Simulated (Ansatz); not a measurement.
Calculated with Ansatz (gas phase, PBE0-D4/def2-TZVP geometries, no zero-point term in ΔE). CBS: MP2 limit from def2 TZ/QZ plus the TZ coupled-cluster correction, frozen cores. This one scheme is used for every species, atoms too. DFT in def2-TZVPP. B3LYP here is the variant with VWN-RPA as its local correlation; programs differ in this. No spin–orbit coupling; open shells (•) take unrestricted orbitals. Spin–orbit coupling would lower the free atoms: a little for O, Si; clearly for Ga. Bonds to Ga are less sure, by a few kJ/mol each and by 10 to 20 or more in all where they break to atoms, as the def2 sets lack core-valence functions. Scalar relativity is left out up to krypton. Each species was taken in one conformer, which may not be the lowest.

Reaction (atomization): `[OH][Ga][O][SiH3]`• → Ga• + 4 H• + 2 O• + Si•

`[OH][Ga][O][SiH3]`•:

Z-matrix (Å, degrees):
```
Si
O 1 1.635
H 1 1.486 2 108.4
H 1 1.490 2 111.3 3 119.8
H 1 1.489 2 111.2 3 -119.7
Ga 2 1.798 1 140.2 3 -176.9
O 6 1.794 2 115.2 1 -179.7
H 7 0.963 6 110.8 2 -0.0
```

Q: What is ΔE at CCSD(T)/CBS? (Best estimate.)

A: Ansatz gave: +618.5 kcal/mol.

Q: What do these levels give: PBE0, B3LYP, HF/def2-TZVPP, MP2/def2-TZVPP, HF/def2-QZVPP, HF/CBS(def2)? (An estimate is asked.)

A: Ansatz gave: PBE0 600.7, B3LYP 604.3, HF/def2-TZVPP 437.1, MP2/def2-TZVPP 619.1, HF/def2-QZVPP 439.0, HF/CBS(def2) 439.3 kcal/mol.

Largest T1 diagnostic among the species: 0.016.

From PBE to PBE0 (25 % exact exchange), in def2-TZVPP and without D4, ΔE moves by −13.1 kcal/mol: exact exchange takes away binding that semilocal exchange gives to molecules. In def2-TZVPP, CCSD(T) changes the Hartree–Fock value by +166.2 kcal/mol (the triples alone add +9.8 kcal/mol) and MP2 by +182.1 kcal/mol; breaking electron pairs costs correlation energy, which Hartree–Fock lacks. The D4 term adds +5.9 kcal/mol with B3LYP and +3.0 kcal/mol with PBE0; it sums over pairs of atoms, weighted by their polarisabilities, and B3LYP, whose exchange is more repulsive, gets the larger term.

For atomizations the MP2-based limit and the directly extrapolated one differ by several kJ/mol either way, and by 10 to 25 for some Ge, Se and Sn compounds, so smaller differences from it don't rank the levels.
